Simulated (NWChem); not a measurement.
Species: Si2H5 cation

```xyz
7

Si     0.0035    -1.2080    -0.0028
Si     0.0030     1.1740    -0.0012
H      1.2107    -2.0670     0.0088
H     -1.2403    -2.0130     0.0102
H     -0.5549     1.4669     1.3399
H      1.4085     1.5786    -0.1925
H     -0.9160     1.5112    -1.1102
```
Atoms are numbered in this order, from 1.

Program: NWChem. Medium grid unless said otherwise, to which SCAN and Minnesota functionals are sensitive. The geometry was optimised at B3LYP/6-31G* (spherical d).

Q: Order these by “orbital gap (eV)”, lowest first: M06-2X/def2-TZVP; LDA (Slater exchange, PW92)/def2-TZVP; MPW1K/def2-TZVP; M06-L/def2-TZVP; B3LYP/def2-TZVP.

A: LDA (Slater exchange, PW92)/def2-TZVP (3.05), M06-L/def2-TZVP (3.85), B3LYP/def2-TZVP (4.86), MPW1K/def2-TZVP (6.78), M06-2X/def2-TZVP (7.19)
